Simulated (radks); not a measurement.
Results of a calculation; reference values are marked as such.
Q: Mean orbital radii <r> (bohr) of neutral boron, [He] 2s2 2p1, of relativity; Dirac values are averaged over j with weights 2j + 1. Spin-unpolarised spherical Kohn-Sham, PBE, point nucleus unless stated (finite: rms radius 2.406 fm), a radial shooting solver on a logarithmic mesh with Libxc functionals. A level marked "c x" has the speed of light scaled by that factor and shares open shells by 2j + 1; other Dirac levels either fill j = l - 1/2 first or share by 2j + 1.

| shell | non-rel. |
|---|---|
| 1s | 0.3295 |
| 2s | 1.952 |
| 2p | 2.301 |

Give the values at the level "Dirac, c x 0.75".

A: 
shell  Dirac, c x 0.75  change of magnitude (%)
1s              0.3293                    -0.07
2s               1.951                    -0.06
2p               2.302                    +0.02
